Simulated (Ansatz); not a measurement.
Reaction (formal exchange of groups at a B–C bond): `C=C(O)BF` + `O[SiH2][SiH3]` → `FB[SiH2][SiH3]` + `C=C(O)O`

Program: Ansatz. Geometries: PBE0-D4/def2-TZVP. ΔE: electronic, gas phase. CCSD(T)/CBS is the MP2 limit (def2-TZVPP, def2-QZVPP) plus CCSD(T) − MP2 in def2-TZVPP, frozen cores. DFT in def2-TZVPP. Each species was taken in one conformer, which may not be the lowest.

```
        level  ΔE (kJ/mol)
      r2SCAN0        151.4
HF/def2-TZVPP        167.0
```

Question: What does CCSD(T)/CBS give? (Estimate.)

Answer: Computed: +164.3 kJ/mol. The listed levels differ from it by -12.9, 2.7 kJ/mol.

Question: What do rigid-rotor, harmonic-oscillator terms from PBE0-D4/def2-TZVP frequencies (298.15 K, 1 bar) make of the CCSD(T)/CBS value? (An estimate is asked.)

Answer: The calculation gave: ΔZPE = -1.3 kJ/mol, ΔH = +163.8 kJ/mol, ΔS = 11 J/(mol·K), ΔG = +160.5 kJ/mol. Modes under 50 cm⁻¹ make the entropy rough.

Largest T1 diagnostic among the species: 0.015.

At CCSD(T), def2-SVP lies −30.3 kJ/mol from the extrapolated value and def2-TZVPP −4.0 kJ/mol. Leaving LDA and LC-ωPBE aside and taking each functional with its dispersion term where it has one, the values, not all of them listed here, spread over 25.0 kJ/mol, from PBE-D4 to B2PLYP. LDA lies −5.3 kJ/mol from PBE without D4.
